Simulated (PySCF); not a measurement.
Computed XPS line lists of a few unrelated compounds.

Computed, not measured: delta-SCF UKS SCAN, pcX-2 on the ionised atom, pcseg-1 elsewhere, spin-free X2C in PySCF. Geometries: PBE0-D3(BJ)/def2-SVP; isolated species, one conformer each.

Line lists (1s up to Mg, 2p3/2 beyond, nothing for Ge; areas count atoms within a level, one atom standing for each set equivalent by bonding):
1. C 1s: 291.63 eV; N 1s: 404.93 eV; Si 2p3/2: 107.30 eV
2. C 1s: 290.01 (area 1), 290.12 (area 1) eV; O 1s: 538.68 eV; Si 2p3/2: 107.30 (area 1), 107.69 (area 1) eV
3. B 1s: 196.99 eV; C 1s: 291.06 eV; N 1s: 403.70 eV; O 1s: 539.11 eV

Structures:
A. `N#[C][GeH2][SiH3]`
B. `O[SiH2]C#C[SiH3]`
C. `C[N](C)[GeH2][B](O)O`

**Question.** Which list belongs to which compound?

**Answer.** 
- 1 = A: no other candidate has this set of levels. C 1s: 291.63 cyano carbon; N 1s: 404.93 cyano nitrogen; Si 2p3/2: 107.30 SiH3 silicon.
- 2 = B: no other candidate has this set of levels. C 1s: 290.01 alkyne carbon, 290.12 alkyne carbon; O 1s: 538.68 silanol oxygen; Si 2p3/2: 107.30 SiH3 silicon, 107.69 oxygen-bound silicon.
- 3 = C: no other candidate has this set of levels. B 1s: 196.99 three-coordinate boron; C 1s: 291.06 N-methyl carbon (×2); N 1s: 403.70 nitrogen bonded to 2 C and Ge; O 1s: 539.11 boron-bound oxygen (×2).

Spin–orbit and ligand-field terms were added within each 2p shell after the spin-free SCF. 3 of these hole states are spin-contaminated (⟨S²⟩ up to 0.94, against 0.75; counted from 0.85) and less certain.
